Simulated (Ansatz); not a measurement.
Job for Ansatz (a program for electronic structure): R-RI-MP2/aug-cc-pV(Q+d)Z on HCl (SMILES Cl). Files ending in .json are basis or fitting sets from the Basis Set Exchange.

Ansatz 0.2 input:
```yaml
crystal:
  periodic: [false, false, false]
  atoms:
    - {symbol: Cl, position_ang: [1.04904831, 0.64379955, -0.35193283]}
    - {symbol: H, position_ang: [-0.00385700, 0.90673945, 0.33811639]}
basis:
  gaussian:
    orbitals: aug-cc-pV_Q+d_Z.json
    fitting: {mean_field: def2-universal-JKFIT, correlation: aug-cc-pVQZ-RIFIT.json}
magnetization: {spin_polarized: false}
correlation: {method: mp2, electrons: outside_noble_gas}
scf: {lower_state_search: off}
```

Program output:

```
WARN ansatz: RAYON_NUM_THREADS=1 ignored (pool sized by the plan → 1); use --threads N
Functional definition: HF
these checks for a lower state are left out or cut short: stability, starts, cluster_reference, orbital_swaps, neighbouring_geometries, increment
integrals: 0.03 GiB planned
146 factors; integrals over basis functions are off by at most 5.5e0 eV
274 factors; integrals over basis functions are off by at most 7.4e-1 eV
mean field: 0.13 GiB planned
mean field evaluation 1: about -12519.8760 eV, gradient 1.0e1 eV
mean field evaluation 2: about -12520.2275 eV, gradient 4.3e0 eV
mean field evaluation 4: about -12520.2779 eV, gradient 3.6e-1 eV
mean field evaluation 8: about -12520.2790 eV, gradient 9.7e-7 eV
mean field -12520.27895905 eV, -460.1117651952 hartree, gradient 9.7e-7 eV, S^2 0.000000; 0 other end points of the search recorded, 0 dependent functions left out
5 core orbitals not correlated
reference -12520.27895905 eV, -460.1117651952 hartree; 4, 4 occupied and 126, 126 virtual orbitals, 274 factors
second order -6.13032773 eV of doubles, -0.00000000 eV of singles
Total energy: -12526.40928678 eV, -460.3370505841 hartree
Checks for a lower state left out: stability, starts, cluster_reference, orbital_swaps, neighbouring_geometries, increment
```

Self-consistency was reached.

Cost: around 0.22 core-seconds (rough).
